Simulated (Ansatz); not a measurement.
Program: Ansatz. Geometries: PBE0-D4/def2-TZVP. ΔE: electronic, gas phase. CBS: MP2 limit from def2 TZ/QZ plus the TZ coupled-cluster correction, frozen cores. This one scheme is used for every species. DFT in def2-TZVPP. B3LYP here is the variant with VWN-RPA as its local correlation; programs differ in this. def2 core potentials past Kr. For Sn outer-core shells are correlated without core-valence functions, which leaves a few kJ/mol of doubt a bond. One conformer a species, not always the lowest.

`[BH2][SnH]([OH])[F]` + H–F → `[OH][SnH]([F])[F]` + BH₃  (cleavage of the Sn–B bond)

CCSD(T)/CBS gives -0.60 eV.

**Question.** Another level gave -0.70 eV. Which?
A. LDA (SPW92)/def2-TZVPP
B. B3LYP/def2-TZVPP
C. MP2/def2-TZVPP
D. r2SCAN0/def2-TZVPP

**Answer.** B. B3LYP -0.70, MP2/def2-TZVPP -0.59, r2SCAN0 -0.63, LDA (SPW92) -0.47 eV.

Largest T1 diagnostic among the species: 0.015.

In def2-TZVPP, CCSD(T) changes the Hartree–Fock value by +0.23 eV (the triples alone add +0.00 eV) and MP2 by +0.23 eV. From r2SCAN to r2SCAN0 (25 % exact exchange), in def2-TZVPP and without D4, ΔE moves by +0.06 eV. The D4 term adds +0.04 eV with B3LYP and +0.02 eV with PBE0; it sums over pairs of atoms, weighted by their polarisabilities, and B3LYP, whose exchange is more repulsive, gets the larger term.
